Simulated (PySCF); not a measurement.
# Excitation energy of Xe by level of theory

Xe [Xe] (1S) → Xe [Kr] 4d10 5s2 5p5 6s1 (3P), as a difference of total energies. All numbers are calculated (PySCF 2.14, the spin-free X2C one-electron Hamiltonian (Gaussian nucleus), in x2c-QZVPPall with one added diffuse shell each of s, p, d, f type (14s10p8d5f1g, 128 functions)). Correlated levels: valence: [Kr] 4d10 frozen; valence and next inner shell: [Ar] 3d10 frozen. The calculations carry no spin-orbit coupling.

```json
{"method": "UHF", "excitation energy (eV)": "8.112"}
{"method": "LDA", "excitation energy (eV)": "8.637"}
{"method": "PBE", "excitation energy (eV)": "8.467"}
{"method": "PBE0", "excitation energy (eV)": "8.615"}
{"method": "r2SCAN", "excitation energy (eV)": "8.766"}
{"method": "B3LYP", "excitation energy (eV)": "8.578"}
{"method": "BP86", "excitation energy (eV)": "8.521"}
{"method": "r2SCAN0", "excitation energy (eV)": "8.765"}
{"method": "MP2 (valence)", "excitation energy (eV)": "8.693"}
{"method": "SCS-MP2 (valence)", "excitation energy (eV)": "8.727"}
{"method": "MP2 (valence and next inner shell)", "excitation energy (eV)": "8.790"}
{"method": "SCS-MP2 (valence and next inner shell)", "excitation energy (eV)": "8.789"}
```

Q: How much does correlation contribute at MP2 (valence and next inner shell)?

A: 8.790 − (8.112) = 0.678 eV, measured against UHF.

A first-order spin-orbit estimate (lowest level to lowest level, LS coupling) adds -0.400 eV.

The promoted electron is Rydberg-like, and one or two diffuse shells describe it only roughly, which tends to raise the upper state.
